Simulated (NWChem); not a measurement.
System: CdNH2I; SMILES [NH2][Cd][I]

```xyz
5

Cd     0.0008     1.0773    -0.0157
I     -0.0003    -1.5158     0.0085
N     -0.0032     3.0863     0.1320
H     -0.8167     3.5105    -0.3138
H      0.8130     3.5134    -0.3057
```
Atoms are numbered in this order, from 1.

Geometry: optimised at PBE0/def2-SVP. def2 effective core potentials on Cd, I; no spin-orbit coupling.

Problem. List the 6 lowest vertical singlet excitations from LRC-wPBEh/def2-SVP with def2 effective core potentials on Cd, I, TDA (NWChem).

Solution. 
```
state  energy (eV)  oscillator strength  leading excitation (squared amplitude)
-----  -----------  -------------------  --------------------------------------
S1            4.70                0.045                      HOMO → LUMO (0.89)
S2            5.16                0.022                    HOMO−1 → LUMO (0.96)
S3            5.27                0.052                    HOMO−2 → LUMO (0.92)
S4            5.49                0.008                    HOMO → LUMO+1 (0.96)
S5            6.15                0.034                    HOMO → LUMO+2 (0.79)
S6            6.21                0.001                  HOMO−2 → LUMO+1 (0.97)
```
